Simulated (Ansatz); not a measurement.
**Molecular dynamics of BrCl$_{2}$HZn**

The input (input.yaml):

```yaml
crystal:
  periodic: [false, false, false]
  atoms:
    - { symbol: Zn, position_ang: [-0.388395, -2.0e-06, 0.033606] }
    - { symbol: Cl, position_ang: [0.22804, 0.0, 2.231333] }
    - { symbol: Cl, position_ang: [0.341345, 1.0e-06, -1.957376] }
    - { symbol: Br, position_ang: [-2.741705, -1.0e-06, 1.003149] }
    - { symbol: H, position_ang: [-1.484985, 1.0e-06, 2.046088] }
basis:
  gaussian: { orbitals: def2-SVP }
hamiltonian:
  xc: pbe
md:
  timestep: 0.5
  n_steps: 200
  ensemble: nve
  temperature: 100.0
  initial_velocities: maxwell_boltzmann
  seed: 4663
```

Command:

```bash
$ ansatz run input.yaml --threads 2 --pin off --max-ram 3072MiB --backend cpu --events-out ev --progress --plain --runs-dir out
```

It starts at the highest image of a converged band, a first-order saddle point between two minima.

Output, in part (one step line in 7, the closing report, with atoms numbered from 0):

```
md step     0: t =     0.00 fs  T =   100.0 K  F+E_penalty+E_count = -143479.16568965 eV  E_kin = 0.038778 eV  conserved = -143479.12691165 eV  (27 SCF iters)
md step     7: t =     3.50 fs  T =    93.5 K  F+E_penalty+E_count = -143479.16317809 eV  E_kin = 0.036272 eV  conserved = -143479.12690576 eV  (21 SCF iters)
md step    14: t =     7.00 fs  T =    84.3 K  F+E_penalty+E_count = -143479.15956948 eV  E_kin = 0.032671 eV  conserved = -143479.12689802 eV  (18 SCF iters)
md step    21: t =    10.50 fs  T =    84.2 K  F+E_penalty+E_count = -143479.15956864 eV  E_kin = 0.032663 eV  conserved = -143479.12690564 eV  (18 SCF iters)
md step    28: t =    14.00 fs  T =    81.8 K  F+E_penalty+E_count = -143479.15863430 eV  E_kin = 0.031724 eV  conserved = -143479.12691062 eV  (22 SCF iters)
md step    35: t =    17.50 fs  T =    68.6 K  F+E_penalty+E_count = -143479.15352087 eV  E_kin = 0.026617 eV  conserved = -143479.12690344 eV  (18 SCF iters)
md step    42: t =    21.00 fs  T =    56.8 K  F+E_penalty+E_count = -143479.14893116 eV  E_kin = 0.022033 eV  conserved = -143479.12689833 eV  (18 SCF iters)
md step    49: t =    24.50 fs  T =    55.0 K  F+E_penalty+E_count = -143479.14823123 eV  E_kin = 0.021327 eV  conserved = -143479.12690441 eV  (21 SCF iters)
md step    56: t =    28.00 fs  T =    52.8 K  F+E_penalty+E_count = -143479.14738244 eV  E_kin = 0.020472 eV  conserved = -143479.12691081 eV  (25 SCF iters)
md step    63: t =    31.50 fs  T =    39.9 K  F+E_penalty+E_count = -143479.14236092 eV  E_kin = 0.015458 eV  conserved = -143479.12690332 eV  (21 SCF iters)
md step    70: t =    35.00 fs  T =    29.3 K  F+E_penalty+E_count = -143479.13824208 eV  E_kin = 0.011346 eV  conserved = -143479.12689568 eV  (18 SCF iters)
md step    77: t =    38.50 fs  T =    32.1 K  F+E_penalty+E_count = -143479.13933948 eV  E_kin = 0.012432 eV  conserved = -143479.12690707 eV  (21 SCF iters)
md step    84: t =    42.00 fs  T =    31.3 K  F+E_penalty+E_count = -143479.13905467 eV  E_kin = 0.012145 eV  conserved = -143479.12690937 eV  (21 SCF iters)
md step    91: t =    45.50 fs  T =    23.2 K  F+E_penalty+E_count = -143479.13590613 eV  E_kin = 0.009009 eV  conserved = -143479.12689761 eV  (19 SCF iters)
md step    98: t =    49.00 fs  T =    26.6 K  F+E_penalty+E_count = -143479.13722370 eV  E_kin = 0.010325 eV  conserved = -143479.12689882 eV  (21 SCF iters)
md step   105: t =    52.50 fs  T =    38.5 K  F+E_penalty+E_count = -143479.14185140 eV  E_kin = 0.014936 eV  conserved = -143479.12691490 eV  (25 SCF iters)
md step   112: t =    56.00 fs  T =    36.3 K  F+E_penalty+E_count = -143479.14099784 eV  E_kin = 0.014096 eV  conserved = -143479.12690211 eV  (22 SCF iters)
md step   119: t =    59.50 fs  T =    40.8 K  F+E_penalty+E_count = -143479.14273630 eV  E_kin = 0.015840 eV  conserved = -143479.12689638 eV  (19 SCF iters)
md step   126: t =    63.00 fs  T =    58.5 K  F+E_penalty+E_count = -143479.14961754 eV  E_kin = 0.022699 eV  conserved = -143479.12691897 eV  (25 SCF iters)
md step   133: t =    66.50 fs  T =    58.8 K  F+E_penalty+E_count = -143479.14970640 eV  E_kin = 0.022806 eV  conserved = -143479.12690069 eV  (19 SCF iters)
md step   140: t =    70.00 fs  T =    66.2 K  F+E_penalty+E_count = -143479.15257738 eV  E_kin = 0.025681 eV  conserved = -143479.12689597 eV  (18 SCF iters)
md step   147: t =    73.50 fs  T =    87.5 K  F+E_penalty+E_count = -143479.16084104 eV  E_kin = 0.033921 eV  conserved = -143479.12691968 eV  (25 SCF iters)
md step   154: t =    77.00 fs  T =    90.0 K  F+E_penalty+E_count = -143479.16180721 eV  E_kin = 0.034906 eV  conserved = -143479.12690151 eV  (21 SCF iters)
md step   161: t =    80.50 fs  T =   100.7 K  F+E_penalty+E_count = -143479.16595779 eV  E_kin = 0.039058 eV  conserved = -143479.12689971 eV  (19 SCF iters)
md step   168: t =    84.00 fs  T =   121.2 K  F+E_penalty+E_count = -143479.17390767 eV  E_kin = 0.046985 eV  conserved = -143479.12692263 eV  (26 SCF iters)
md step   175: t =    87.50 fs  T =   120.1 K  F+E_penalty+E_count = -143479.17347416 eV  E_kin = 0.046578 eV  conserved = -143479.12689616 eV  (19 SCF iters)
md step   182: t =    91.00 fs  T =   133.4 K  F+E_penalty+E_count = -143479.17862788 eV  E_kin = 0.051723 eV  conserved = -143479.12690441 eV  (22 SCF iters)
md step   189: t =    94.50 fs  T =   148.2 K  F+E_penalty+E_count = -143479.18438402 eV  E_kin = 0.057457 eV  conserved = -143479.12692720 eV  (25 SCF iters)
md step   196: t =    98.00 fs  T =   140.9 K  F+E_penalty+E_count = -143479.18152471 eV  E_kin = 0.054638 eV  conserved = -143479.12688709 eV  (19 SCF iters)
md step   200: t =   100.00 fs  T =   149.2 K  F+E_penalty+E_count = -143479.18475450 eV  E_kin = 0.057848 eV  conserved = -143479.12690601 eV  (27 SCF iters)
Total energy: -143479.18479628 eV, -5272.7627875789 hartree
Atom 0 at    -0.282630     0.018323     0.085558 Å, force     0.138258    -0.041178     0.117175 eV/Å
Atom 1 at     0.261254    -0.009769     2.233622 Å, force     0.083437     0.026451    -0.065296 eV/Å
Atom 2 at     0.226038    -0.014936    -1.967522 Å, force    -0.007076     0.015149    -0.054742 eV/Å
Atom 3 at    -2.788659    -0.004200     0.964432 Å, force    -0.390086     0.016099    -0.245253 eV/Å
Atom 4 at    -1.735932     0.013096     2.021821 Å, force     0.175468    -0.016520     0.248117 eV/Å
Dipole moment:    -0.342860     0.020935     0.244385 e Å
```

The run went to its last step. The conserved energy stayed within 0.0051 meV per atom of its start (net change 0.0012 meV per atom), so the integration is sound. A run of 0.1 ps of so small a system gives no equilibrium averages. The orbitals stay closed-shell, which can raise the energy where a bond breaks towards radicals; this wasn't checked here.

Between its relaxed ends the band would form Cl2–H5 and break Br4–H5. These pairs go: Cl2–H5 1.72 → 2.01 Å, Br4–H5 1.63 → 1.49 Å. In the last frame they stand as before the step (other bonds may differ from the relaxed reactants and products). It ends as one piece, BrCl2HZn. Pairs count as bonded within 1.25 times the sum of covalent radii (0.12 Å more for H–H).

Last frame:

```xyz
5
Properties=species:S:1:pos:R:3
Zn -0.283 0.018 0.086
Cl 0.261 -0.010 2.234
Cl 0.226 -0.015 -1.968
Br -2.789 -0.004 0.964
H -1.736 0.013 2.022
```

Run time: 2.1 min on 2 threads of AMD EPYC 9R45 96-Core Processor (Zen 5), with other jobs on the host, peak memory 0.18 GiB.
